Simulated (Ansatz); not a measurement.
Basis-set extrapolation for `C[SiH2]C(N)O` (PBE0-D4/def2-TZVP geometry, frozen core, the Gaussian-basis code of Ansatz). Multiplicity 1, RHF reference.

|  | def2-TZVPP | def2-QZVPP |
| --- | --- | --- |
| HF | -499.313867 | -499.333077 |
| MP2 correlation | -0.935814 | -1.002624 |
| CCSD(T) correlation | -1.022125 | not run |

Energies in hartree. Use E(X) = E(∞) + A·exp(−7.88·√X) for Hartree–Fock and E(X) = E(∞) + B·X^(−2.97) for correlation, with X = 3 and 4, and add CCSD(T) minus MP2 of the smaller set to the MP2 limit.

Question: What is the CCSD(T) energy at the basis-set limit?

Answer: HF limit: -499.333077 + (-0.019210) × 0.13774 = -499.33572. MP2 limit: -1.002624 + (-0.066810) × 0.74074 = -1.05211. Higher-order term: -1.022125 − (-0.935814) = -0.08631. Total: -500.47414 hartree, 362.7 kJ/mol below CCSD(T)/def2-TZVPP.
